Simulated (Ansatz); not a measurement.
# Worked example: the enthalpy of formation of C2H3BrO (acetyl bromide)

C2H3BrO: 7 atoms, total charge 0, spin state singlet. As SMILES, `CC(=O)Br`. Geometry: relaxed at PBE0-D4/def2-TZVP.

```xyz
7

C     0.3172    0.5889    0.2236
C    -0.3462   -0.7314    0.0324
O    -0.6095   -1.5393    0.8447
Br   -0.7920   -1.0523   -1.8668
H     0.5471    0.7283    1.2794
H    -0.3433    1.3797   -0.1355
H     1.2267    0.6261   -0.3779
```

Total energies at MP2/6-31G* (spherical functions), 12 core orbitals frozen (Ansatz 0.2.0); the atoms run unrestricted:

| species | state | energy (Eh) |
| --- | --- | --- |
| C2H3BrO | singlet | -2725.130294 |
| C | triplet | -37.731440 |
| O | triplet | -74.878160 |
| Br | doublet | -2572.311569 |
| H | doublet | -0.498233 |

Harmonic wavenumbers at PBE0-D4/def2-TZVP, in cm⁻¹: 137, 301, 353, 504, 582, 963, 1033, 1109, 1378, 1452, 1453, 1923, 3071, 3153, 3175.

Measured heats of formation of the gaseous atoms at 298.15 K, in kJ/mol: C 716.9, O 249.2, Br 111.9, H 218.0. Spin-orbit lowering of the atoms at 298 K (mean of the ground term's levels less their thermal mean, from spectra), in kJ/mol: C 0.02, O 0.40, Br 14.69. Take 1 Eh = 2625.50 kJ/mol, 1 cm⁻¹ = 0.0119627 kJ/mol, RT = 2.479 kJ/mol.

Task: Work out the heat of formation of the gas at 298 K.

Result: 
1. Electronic atomisation energy: 2 × (-37.731440) + (-74.878160) + (-2572.311569) + 3 × (-0.498233) − (-2725.130294) = 0.982986 Eh = 2580.8 kJ/mol.
2. Zero-point energy: half the sum of the wavenumbers, 10293.5 cm⁻¹ = 123.1 kJ/mol.
3. Thermal vibrational enthalpy, Σ hcν̃/(exp(hcν̃/kT) − 1): 5.1 kJ/mol. Translation, rotation and pV of a non-linear molecule: 4 RT = 9.9 kJ/mol.
4. The 7 free atoms carry 5/2 RT each: 43.4 kJ/mol.
5. Spin-orbit coupling lowers the free atoms by 2 × 0.02 + 0.40 + 14.69 = 15.1 kJ/mol.
6. Atomisation enthalpy at 298 K: 2580.8 − 15.1 − 123.1 − 5.1 − 9.9 + 43.4 = 2471.0 kJ/mol.
7. Sum of the atoms' heats of formation: 2448.9 kJ/mol. Heat of formation: 2448.9 − 2471.0 = -22.1 kJ/mol.

The tabulated value is -190.4 kJ/mol (CRC Handbook of Chemistry and Physics), so this level is off by +168.3 kJ/mol, or 6.4 % of the atomisation enthalpy. Perturbation theory converges slowly with the basis for atomisation. Relativity is left out. A double-zeta basis underbinds. Anharmonicity and any spin-orbit splitting of the molecule are left out, and so is core correlation.
